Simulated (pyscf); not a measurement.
## O=Cr(=O)(SH)–Cl (SMILES [O]=[Cr](=[O])([SH])[Cl]), singlet

Gas-phase minimum from PySCF at ωB97X-D3(BJ)/def2-SVP, one conformer. 

```xyz
6

O      0.3461     2.0672    -0.4286
Cr     0.5086     0.5683    -0.2325
O      1.6100     0.2730     0.7774
S     -1.3701    -0.1010     0.6036
Cl     0.9539    -0.3805    -2.0771
H     -0.8137    -1.1958     1.1658
```
Charge 0, spin multiplicity 1.

Bonds (Å): O1–Cr2 1.520, Cr2–O3 1.523, Cr2–S4 2.163, Cr2–Cl5 2.122, S4–H6 1.351. Angles (°): O1–Cr2–O3 110.7, O1–Cr2–S4 105.2, O1–Cr2–Cl5 110.6, O3–Cr2–S4 108.2, O3–Cr2–Cl5 109.8, S4–Cr2–Cl5 112.3, Cr2–S4–H6 93.1.

Properties at ωB97X-D3(BJ)/def2-SVP:

| Item | Result |
|---|---|
| Harmonic wavenumbers, unscaled | 141, 211, 221, 274, 335, 369, 498, 499, 693, 1196, 1204, 2748 cm⁻¹ |
| Zero-point energy | 12.0 kcal/mol |
| Rotational symmetry number | 1 |
| Entropy of this conformer at 298 K and 1 atm, rigid rotor and harmonic oscillator, modes under 100 cm⁻¹ raised to 100 | 340.0 J/(mol K) |
| Dipole moment | 1.95 D |

Single-point totals, which compare only within one level:

| level | total energy (hartree) |
|---|---|
| ωB97X-D3(BJ)/def2-TZVP | -2054.06281 |
| PBE/def2-TZVP | -2053.42921 |
| r²SCAN/def2-TZVP | -2053.98842 |
| B3LYP-D3(BJ)/def2-TZVP | -2054.15565 |
| PBE0-D3(BJ)/def2-TZVP | -2053.41604 |
| M06-2X/def2-TZVP | -2053.84973 |
| ωB97M-D3(BJ)/def2-TZVP | -2054.21083 |

Soft torsions are taken as harmonic, which can shift the entropy by several J/(mol K).
